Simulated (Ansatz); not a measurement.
```yaml
crystal:
  periodic: [false, false, false]
  atoms:
    - {symbol: Ga, position_ang: [0.089054, 2.469619, -2.557688]}
    - {symbol: Sn, position_ang: [-1.734275, 0.462145, -1.036209]}
    - {symbol: Sn, position_ang: [0.353441, -1.611728, -0.827289]}
    - {symbol: Sn, position_ang: [-1.654915, -1.795368, 1.409957]}
    - {symbol: Sn, position_ang: [-0.369332, 0.922949, 1.538782]}
    - {symbol: Sn, position_ang: [1.523934, -1.380082, 1.936487]}
    - {symbol: Sn, position_ang: [1.792093, 0.932475, -0.464059]}
basis:
  gaussian: {orbitals: def2-TZVP, initial_orbitals: start.molden}
total_charge: 1
hamiltonian: {xc: {name: CAM-B3LYP}, dispersion: d4}
scf: {omitted_lower_state_checks: [starts]}
output: {orbitals: {seedname: orbitals}}
```

The file start.molden holds the orbitals of an earlier run on this structure, at another level or in another basis.

```sh
$ ansatz run in.yaml --threads 4 --pin off --events-out ev --progress --plain --max-ram 4787MiB
```

(1) Does this run fit into the memory that it is given?

Results:

(1) No. It has 348 basis functions, and Ansatz plans for 6 GiB where 5 GiB are given.
